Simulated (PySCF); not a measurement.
## `O=C(C)C1CSC1`, C5H8OS

Molfile (atoms numbered from 1):
```
C5H8OS
     RDKit          3D

 15 15  0  0  0  0  0  0  0  0999 V2000
    2.0577    0.0307   -0.3661 C   0  0  0  0  0  0  0  0  0  0  0  0
    0.8875   -0.4772    0.4344 C   0  0  0  0  0  0  0  0  0  0  0  0
    0.9366   -1.4536    1.1349 O   0  0  0  0  0  0  0  0  0  0  0  0
   -0.3755    0.3509    0.2715 C   0  0  0  0  0  0  0  0  0  0  0  0
   -1.5680   -0.1087    1.1115 C   0  0  0  0  0  0  0  0  0  0  0  0
   -2.7055   -0.0560   -0.3228 S   0  0  0  0  0  0  0  0  0  0  0  0
   -1.0564    0.1527   -1.0933 C   0  0  0  0  0  0  0  0  0  0  0  0
    2.4789    0.8941    0.1474 H   0  0  0  0  0  0  0  0  0  0  0  0
    1.7413    0.3449   -1.3575 H   0  0  0  0  0  0  0  0  0  0  0  0
    2.8240   -0.7364   -0.4388 H   0  0  0  0  0  0  0  0  0  0  0  0
   -0.1364    1.4039    0.4376 H   0  0  0  0  0  0  0  0  0  0  0  0
   -1.8710    0.5549    1.9168 H   0  0  0  0  0  0  0  0  0  0  0  0
   -1.4503   -1.1261    1.4822 H   0  0  0  0  0  0  0  0  0  0  0  0
   -0.7573   -0.7626   -1.6023 H   0  0  0  0  0  0  0  0  0  0  0  0
   -1.0099    0.9966   -1.7774 H   0  0  0  0  0  0  0  0  0  0  0  0
  1  2  1  0
  2  3  2  0
  2  4  1  0
  4  5  1  0
  5  6  1  0
  6  7  1  0
  7  4  1  0
  1  8  1  0
  1  9  1  0
  1 10  1  0
  4 11  1  0
  5 12  1  0
  5 13  1  0
  7 14  1  0
  7 15  1  0
M  END
```

Method used: GIAO CAM-B3LYP/pcSseg-1 magnetisability, rotational g tensor and spin-rotation constants, non-relativistic, gas phase (PySCF 2.14.0). Geometry: GFN2-xTB.

Give the nuclear spin-rotation constants along the inertial axes (H = +C I·J) beside the isotropic shieldings.

Rotational constants 4.9701, 1.3807, 1.1923 GHz. A star marks the isotopologue with that one atom substituted, in its own axes.
| atom | isotope | Caa (kHz) | Cbb (kHz) | Ccc (kHz) | mean (kHz) | σ (ppm) |
| --- | --- | --- | --- | --- | --- | --- |
| H8 | 1H | -0.474 | -0.157 | 0.010 | -0.207 | 29.9 |
| H9 | 1H | -0.458 | 0.021 | -0.141 | -0.193 | 29.7 |
| H10 | 1H | -0.076 | -0.158 | -0.079 | -0.104 | 29.9 |
| H11 | 1H | -0.539 | -0.137 | 0.051 | -0.208 | 28.0 |
| H12 | 1H | -0.465 | -0.126 | 0.007 | -0.195 | 29.2 |
| H13 | 1H | -0.422 | -0.011 | -0.063 | -0.165 | 27.4 |
| H14 | 1H | -0.438 | -0.161 | 0.040 | -0.186 | 28.6 |
| H15 | 1H | -0.510 | 0.036 | -0.115 | -0.196 | 28.6 |
| C1 | 13C* | 0.721 | 0.222 | 0.199 | 0.381 | 157.3 |
| C2 | 13C* | 2.698 | 0.672 | 0.346 | 1.238 | -28.2 |
| O3 | 17O* | -3.102 | -1.249 | -0.289 | -1.546 | -327.3 |
| C4 | 13C* | 0.834 | 0.276 | 0.250 | 0.453 | 135.6 |
| C5 | 13C* | 0.630 | 0.254 | 0.192 | 0.359 | 158.2 |
| S6 | 33S* | 1.864 | 0.125 | 0.299 | 0.762 | 538.4 |

For the geometry as given, no vibrational averaging.

How do the rotational constants and the g tensor change when H8, H9, H10, H11, H12, H13, H14, H15 are replaced by deuterium?

Constants 4.0019, 1.2615, 1.0826 GHz; g -0.0324, -0.0157, -0.0160, against -0.0398, -0.0175, -0.0171 before.
